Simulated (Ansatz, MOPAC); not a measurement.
Molecule: CH$_{3}$Si (charge +1, singlet). SMILES of the parent species: C=[SiH]

Atoms: C1, Si2, H3, H4, H5. Bonds: C1-Si2, C1-H3, C1-H4, Si2-H5.

Bond lengths (Å) and angles (degrees) optimised at AM1 with MOPAC; PM3 with MOPAC; B3LYP/6-31G* with Ansatz (an electronic-structure program), each started from the B3LYP-D3(BJ)/def2-TZVP structure (Ansatz) of the last column. A row stands for all coordinates that are equal there. 6-31G* holds six Cartesian d functions.

| coordinate | AM1 | PM3 | B3LYP/6-31G* | B3LYP-D3(BJ)/def2-TZVP |
|---|---|---|---|---|
| C1-Si2 | 1.540 | 1.517 | 1.753 | 1.732 |
| C1-H3 | 1.117 | 1.104 | 1.096 | 1.093 |
| Si2-H5 | 1.426 | 1.456 | 1.488 | 1.483 |
| Si2-C1-H3 | 127.7 | 127.7 | 120.7 | 120.4 |
| C1-Si2-H5 | 180.0 | 180.0 | 120.1 | 123.1 |
| H3-C1-H4 | 104.6 | 104.5 | 112.5 | 112.9 |

Mean signed difference of all 4 bond lengths from B3LYP-D3(BJ)/def2-TZVP: AM1 -0.050 Å, PM3 -0.055 Å, B3LYP/6-31G* 0.008 Å.
